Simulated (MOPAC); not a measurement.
A run for MOPAC: PM6 on P2 (SMILES P#P), 2S+1 = 3, a spin state set in the input, which need not be the lowest.

```
PM6 1SCF PRECISE CHARGE=0 UHF MS=1 THREADS=1
P2

P     -0.00000000 1    -0.00000000 1    -1.03508914 1
P      0.00000000 1     0.00000000 1     1.03508914 1
```

Output:

```
*******************************************************************************
 **                                                                           **
 **                              MOPAC v23.2.5                                **
 **                                                                           **
 *******************************************************************************
 ** MOPAC's Digital Object Identifier: https://doi.org/10.5281/zenodo.6511958 **
 **                                                                           **
 ** Please cite the open-source release paper for use of this MOPAC version:  **
 ** J. E. Moussa and J. J. P. Stewart (2026)                                  **
 ** MOPAC: An open-source semiempirical molecular orbital program             **
 ** J. Open Source Softw., 11(119), 8025, https://doi.org/10.21105/joss.08025 **
 *******************************************************************************

                              PM6 CALCULATION RESULTS

 *******************************************************************************
 *  PM6        - The PM6 Hamiltonian to be used
 *  UHF        - UNRESTRICTED HARTREE-FOCK CALCULATION
 *
 *
 *
 *                 CHARGE ON SYSTEM = 0
 *
 *
 *
 *  MS=        - IN MECI, MAGNETIC COMPONENT OF SPIN =  1.0
 *  PRECISE    - TIGHTER CRITERIA TO BE USED
 *  1SCF       - DO 1 SCF AND THEN STOP
 *  THREADS=1  - MULTI-THREADING NOT USED
 *  T=         - A TIME OF 172800.0 SECONDS REQUESTED
 *  DUMP=N     - RESTART FILE WRITTEN EVERY 7200.0 SECONDS REQUESTED
 *******************************************************************************
PM6 1SCF PRECISE CHARGE=0 UHF MS=1 THREADS=1
 P2

   ATOM   CHEMICAL          X               Y               Z
  NUMBER   SYMBOL      (ANGSTROMS)     (ANGSTROMS)     (ANGSTROMS)

     1       P         -0.00000000  *  -0.00000000  *  -1.03508914  *
     2       P          0.00000000  *   0.00000000  *   1.03508914  *



          CARTESIAN COORDINATES

    NO.       ATOM           X           Y           Z

     1         P         -0.0000     -0.0000     -1.0351
     2         P          0.0000      0.0000      1.0351

 General Reference for PM6:
 "Optimization of Parameters for Semiempirical Methods V: Modification of NDDO Approximations
 and Application to 70 Elements", J. J. P. Stewart, J. Mol. Mod., 13, 1173-1213 (2007)
 URL: https://link.springer.com/article/10.1007/s00894-007-0233-4

           Empirical Formula: P2  =     2 atoms



      MOLECULAR POINT GROUP   :   D*h


          UHF CALCULATION, NO. OF ALPHA ELECTRONS =    6
                           NO. OF BETA  ELECTRONS =    4

 -------------------------------------------------------------------------------
 PM6 1SCF PRECISE CHARGE=0 UHF MS=1 THREADS=1
 P2



     1SCF WAS SPECIFIED, SO BFGS WAS NOT USED
     SCF FIELD WAS ACHIEVED


                              PM6 CALCULATION
                                                       MOPAC v23.2.5 Linux




          FINAL HEAT OF FORMATION =        109.98677 KCAL/MOL =     460.18464 KJ/MOL


          COSMO AREA              =         82.66 SQUARE ANGSTROMS
          COSMO VOLUME            =         66.38 CUBIC ANGSTROMS

          IONIZATION POTENTIAL    =          7.680002 EV
          ALPHA SOMO LUMO (EV)    =         -7.680 -2.023
          BETA  SOMO LUMO (EV)    =         -9.187 -3.394
          NO. OF ALPHA ELECTRONS  =          6
          NO. OF BETA  ELECTRONS  =          4
          MOLECULAR WEIGHT        =         61.9475         POINT GROUP:  D*h

          MOLECULAR DIMENSIONS (Angstroms)

            Atom       Atom       Distance
            P     2    P     1     2.07018
            P     2    P     1     0.00000
            P     1    P     2     0.00000


          SCF CALCULATIONS        =          1





   ATOM   CHEMICAL          X               Y               Z
  NUMBER   SYMBOL      (ANGSTROMS)     (ANGSTROMS)     (ANGSTROMS)

     1       P         -0.00000000  *  -0.00000000  *  -1.03508914  *
     2       P          0.00000000  *   0.00000000  *   1.03508914  *

                             CARTESIAN COORDINATES

   1    P       -0.000000000    -0.000000000    -1.035089140
   2    P        0.000000000     0.000000000     1.035089140


           Empirical Formula: P2  =     2 atoms



      MOLECULAR POINT GROUP   :   D*h


          ALPHA EIGENVALUES
 -21.82532 -15.45014 -11.16988 -10.91265 -10.61351  -7.68000  -2.02305   2.65153
 132.12633 132.66271 133.96440 133.99251 139.38577 140.55084 144.49768 144.51394
 146.71593 147.19834


           BETA EIGENVALUES
 -21.08147 -14.56932 -10.40512  -9.18706  -3.39404  -0.59517  -0.03326   3.17595
 132.73794 133.14675 134.85237 134.86826 139.76644 140.80142 145.34374 145.37227
 147.06796 147.74249


              NET ATOMIC CHARGES AND DIPOLE CONTRIBUTIONS

  ATOM NO.   TYPE          CHARGE      No. of ELECS.   s-Pop       p-Pop       d-Pop
    1          P          -0.000000        5.0000     1.88452     3.10673     0.00875
    2          P           0.000000        5.0000     1.88452     3.10673     0.00875
 DIPOLE           X         Y         Z       TOTAL
 POINT-CHG.     0.000     0.000     0.000     0.000
 HYBRID        -0.000     0.000    -0.000     0.000
 SUM           -0.000     0.000     0.000     0.000


          ATOMIC ORBITAL ELECTRON POPULATIONS

     Atom    s        px        py        pz      x^2-y^2     xz        z^2       yz        xy
    1  P   1.88452   1.49727   0.49882   1.11064   0.00002   0.00273   0.00482   0.00118   0.00000
    2  P   1.88452   1.49727   0.49882   1.11064   0.00002   0.00273   0.00482   0.00118   0.00000


                    (SZ)    =    1.000000
                    (S**2)  =    2.000334


          ATOMIC ORBITAL SPIN POPULATIONS

    Atom   Total    s     px     py     pz   x^2-y^2  xz     z^2    yz     xy
         Atomic
    1  P  1.0000  0.005  0.500  0.499 -0.005  0.000  0.000 -0.000  0.001 -0.000
    2  P  1.0000  0.005  0.500  0.499 -0.005  0.000  0.000 -0.000  0.001 -0.000

 **********************
 *                    *
 * JOB ENDED NORMALLY *
 *                    *
 **********************




 == MOPAC DONE ==
```

The run finished.

Cost: about 0.03 core-seconds (a rough figure).
